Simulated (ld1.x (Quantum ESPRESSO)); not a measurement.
# Transferability test, TM potential for ruthenium (Ru)

```json
{
  "Element": "ruthenium (Ru)",
  "Generator": "ld1.x (Quantum ESPRESSO) 7.5",
  "Type": "norm-conserving Troullier–Martins (Kleinman–Bylander form)",
  "Functional": "LDA (PZ)",
  "Relativity": "scalar-relativistic",
  "Frozen core": "[Ar] 3d10 4s2",
  "Valence charge": "14",
  "Reference configuration": "4p6 4d7 5s1 5p0",
  "Partial waves": "5s (bound): rc 2.85 bohr; 4d (bound): rc 1.90 bohr; 4p (bound): rc 1.90 bohr",
  "Local potential": "the p channel",
  "Core correction": "none"
}
```

Energies are relative to the spin-unpolarised reference configuration 4p6 4d7 5s1 5p0; without spin polarisation the order of configurations can differ from experiment. Spin-polarised rows fill each open shell by Hund’s rule, majority spin first.

```json
{"valence configuration": "4p6 4d7 5s0 5p0", "charge": "+1", "ΔE all-electron (eV)": "7.613", "error AE − PS (meV)": "-8.9"}
{"valence configuration": "4p6 4d5 5s0 5p0", "charge": "+3", "ΔE all-electron (eV)": "56.899", "error AE − PS (meV)": "+79"}
{"valence configuration": "4p6 4d4 5s0 5p0", "charge": "+4", "ΔE all-electron (eV)": "101.612", "error AE − PS (meV)": "+195"}
{"valence configuration": "4p5 4d7 5s1 5p0", "charge": "+1", "ΔE all-electron (eV)": "52.514", "error AE − PS (meV)": "-86"}
{"valence configuration": "4p6 4d8 5s0 5p0", "charge": "0", "ΔE all-electron (eV)": "-0.267", "error AE − PS (meV)": "-11"}
{"valence configuration": "4p6 4d7 5s0 5p1", "charge": "0", "ΔE all-electron (eV)": "3.585", "error AE − PS (meV)": "+98"}
{"valence configuration": "4p6 4d7 5s1 5p0 (spin-polarised)", "charge": "0", "ΔE all-electron (eV)": "-1.649", "error AE − PS (meV)": "+206"}
{"valence configuration": "4p6 4d7 5s0 5p0 (spin-polarised)", "charge": "+1", "ΔE all-electron (eV)": "6.365", "error AE − PS (meV)": "+188"}
```

Problem. What are ΔE and the potential's error for 4p6 4d6 5s0 5p0?

Solution. ΔE = 26.051 eV all-electron; the error (AE − PS) is +16 meV.

Levels in the configuration 4p6 4d7 5s1 5p0 (spin-polarised):

```json
{"level": "4p up", "all-electron (eV)": "-47.152", "pseudo (eV)": "-47.302"}
{"level": "4d up", "all-electron (eV)": "-6.056", "pseudo (eV)": "-6.147"}
{"level": "5s up", "all-electron (eV)": "-4.947", "pseudo (eV)": "-4.953"}
{"level": "4p down", "all-electron (eV)": "-45.374", "pseudo (eV)": "-45.097"}
{"level": "4d down", "all-electron (eV)": "-4.238", "pseudo (eV)": "-4.063"}
```

Note: ghost state, extra bound levels that the all-electron valence spectrum of the same l lacks: s at -50.1 eV. A true bound ghost makes a file unfit for plane-wave use.
